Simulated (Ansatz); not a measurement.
Program: Ansatz. Geometries: PBE0-D4/def2-TZVP. ΔE: electronic, gas phase. CBS: MP2 limit from def2 TZ/QZ plus the TZ coupled-cluster correction, frozen cores. Functionals use def2-TZVPP. For Ge outer-core shells are correlated without core-valence functions, which leaves a few kJ/mol of doubt a bond. Scalar relativity is left out up to krypton. One conformer a species, not always the lowest.

`C[Si](C)(C)[N]([SiH3])[GeH3]` + `C[NH][GeH3]` → `C[N]([GeH3])[Si](C)(C)C` + `[SiH3][NH][GeH3]`  (ligand exchange at the Si–N bond)

(1) Is it downhill or uphill in electronic energy at CCSD(T)/CBS, and by how much? (Best estimate.)

(2) What do these levels give: B97M-V, PBE, r2SCAN, BHLYP, RPA@PBE/def2-TZVPP, CCSD(T)/def2-SVP? (Estimate.)

Largest T1 diagnostic among the species: 0.011.

## Answers

(1) The calculation gave: Uphill: ΔE = +11.0 kJ/mol.

(2) Computed: B97M-V 10.7, PBE 8.9, r2SCAN 10.5, BHLYP 6.1, RPA@PBE/def2-TZVPP 9.7, CCSD(T)/def2-SVP 9.4 kJ/mol.

Leaving LDA and LC-ωPBE aside and taking each functional with its dispersion term where it has one, the values, not all of them listed here, spread over 5.6 kJ/mol, from B2PLYP to revPBE-D4. The D4 term adds +5.1 kJ/mol with B3LYP and +2.9 kJ/mol with PBE0; it sums over pairs of atoms, weighted by their polarisabilities, and B3LYP, whose exchange is more repulsive, gets the larger term.

B3LYP here is the variant with VWN-RPA as its local correlation; programs differ in this.
